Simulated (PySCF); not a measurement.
Sn(H)2(Et)(OH) (C₂H₈OSn), SMILES C[CH2][SnH2][OH].

The structure is a stationary point at B3LYP-D3(BJ)/def2-SVP. The structure was generated by enumeration; whether it is a known compound was not checked. The def2 effective core potentials stand for the cores of Sn; spin–orbit coupling is left out. One conformer was computed; it need not be the lowest.

Level of theory: C-PCM-M06-2X/def2-SVP in PySCF.

The values are the electrostatic part of the solvation free energy, E(continuum) − E(gas) at the gas-phase geometry, in a cavity of scaled van der Waals radii (PySCF's table); cavitation and dispersion terms are not included. A continuum can't describe solvent molecules that bind to the metal. In vacuum the orbital gap is 9.77 eV. The dipole moment in vacuum is 1.46 D.

Computed values in water (ε = 78.36), ethylethanoate (ε = 5.99), ethanol (ε = 24.85):
| solvent | ε | ΔG(elec) (kcal/mol) | dipole (D) | gap (eV) |
|---|---|---|---|---|
| water | 78.36 | -5.2 | 1.98 | 9.82 |
| ethylethanoate | 5.99 | -4.3 | 1.88 | 9.82 |
| ethanol | 24.85 | -5.1 | 1.96 | 9.82 |
